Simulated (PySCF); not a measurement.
Si(F)2(Cl)(Et) (C2H5ClF2Si), SMILES CC[Si](F)(F)Cl. Geometry: PBE-D3(BJ)/def2-SVP. The values are those of a single conformer.

Computed equilibrium geometry at PBE-D3(BJ)/def2-SVP (PySCF confirms it by a frequency run) as a Z-matrix (one conformer of several):
```
C
H 1 1.1115
H 1 1.1121 2 106.02
C 1 1.5359 2 111.25 3 -121.20
H 4 1.1081 1 111.24 2 58.18
H 4 1.1085 5 107.67 1 -122.23
H 4 1.1086 5 107.75 6 -115.64
Si 1 1.8569 2 107.14 3 113.94
F 8 1.6254 1 111.33 2 -56.45
F 8 1.6267 9 106.52 1 121.21
Cl 8 2.0602 9 108.11 10 115.35
```
